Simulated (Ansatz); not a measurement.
The pair A = HCl (SMILES Cl) (first 2 atoms), B = C2H6O (SMILES COC); geometry from B3LYP-D3(BJ)/def2-TZVP.
(charge 0, multiplicity 1):
```xyz
11

Cl    -0.174    -0.028     0.469
H     -0.203     0.229     1.761
C     -1.097    -0.544     4.034
O     -0.181     0.385     3.473
C      1.149     0.205     3.938
H     -1.146    -0.425     5.121
H     -0.808    -1.573     3.796
H     -2.073    -0.333     3.602
H      1.200     0.356     5.021
H      1.767     0.947     3.438
H      1.517    -0.798     3.696
```

Cores are frozen in the correlated methods. MP2 and its Hartree–Fock in aug-cc-pV(T+d)Z are density fitted.

Codes used: Ansatz (Gaussian orbitals). 

The counterpoise-corrected interaction energy is E(AB) − E(A in the pair's basis) − E(B in the pair's basis). Total energies (hartree):

```json
[
 {"level": "HF/aug-cc-pV(D+d)Z", "AB": "-614.1863842", "A in the pair's basis": "-460.0937357", "B in the pair's basis": "-154.0867898"},
 {"level": "MP2/aug-cc-pV(D+d)Z", "AB": "-614.8620980", "A in the pair's basis": "-460.2578286", "B in the pair's basis": "-154.5923898"},
 {"level": "HF/aug-cc-pV(T+d)Z", "AB": "-614.2409027", "A in the pair's basis": "-460.1070685", "B in the pair's basis": "-154.1282597"},
 {"level": "MP2/aug-cc-pV(T+d)Z", "AB": "-615.0671745", "A in the pair's basis": "-460.3162142", "B in the pair's basis": "-154.7380257"},
 {"level": "CCSD(T)/aug-cc-pV(D+d)Z", "AB": "-614.9367765", "A in the pair's basis": "-460.2805862", "B in the pair's basis": "-154.6461432"}
]
```

**Question.** Work out the counterpoise-corrected interaction energy at the basis-set limit: extrapolate the MP2 correlation part as X⁻³, take Hartree–Fock from the larger set, and add the CCSD(T) − MP2 difference of aug-cc-pV(D+d)Z.

**Answer.** 
1. Differences (1 hartree = 627.509 kcal/mol): HF/aug-cc-pV(D+d)Z -3.676; MP2/aug-cc-pV(D+d)Z -7.454; HF/aug-cc-pV(T+d)Z -3.498; MP2/aug-cc-pV(T+d)Z -8.117; CCSD(T)/aug-cc-pV(D+d)Z -6.305.
2. Correlation parts, MP2 less HF: -3.778 in aug-cc-pV(D+d)Z (X = 2), -4.619 in aug-cc-pV(T+d)Z (X = 3).
3. Limit (3³·(-4.619) − 2³·(-3.778))/(3³ − 2³) = -4.972; with HF/aug-cc-pV(T+d)Z it gives -8.470.
4. CCSD(T) less MP2 in aug-cc-pV(D+d)Z: 1.150.
Result: -7.32 kcal/mol, against -7.45 at MP2/aug-cc-pV(D+d)Z. It is an estimate of this method's limit, not of the exact value.

Ansatz is a program for electronic structure.
